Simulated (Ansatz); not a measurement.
(1) Predict a relaxed structure of [GeH5]- (GeH₅⁻), charge -1, singlet, at PBE0-D4/def2-TZVPD (Ansatz).

Answers

(1) 
Cartesian coordinates in Å:
```
Ge 0.000 0.000 0.000
H -1.610 0.437 0.444
H 1.611 -0.436 -0.444
H -0.114 -1.315 0.876
H 0.541 1.339 0.649
H -0.427 -0.025 -1.525
```
Point group D3h (tolerance 0.1 Å). This is one stationary point.

The highest occupied level of the charge -1 singlet lies above zero (up to 0.21 eV). By energy differences its removal costs 1.81 eV (vertical, to the charge 0 doublet, at PBE0-D4/def2-TZVPD); a positive level beside a positive removal energy at the same level points to self-interaction error.
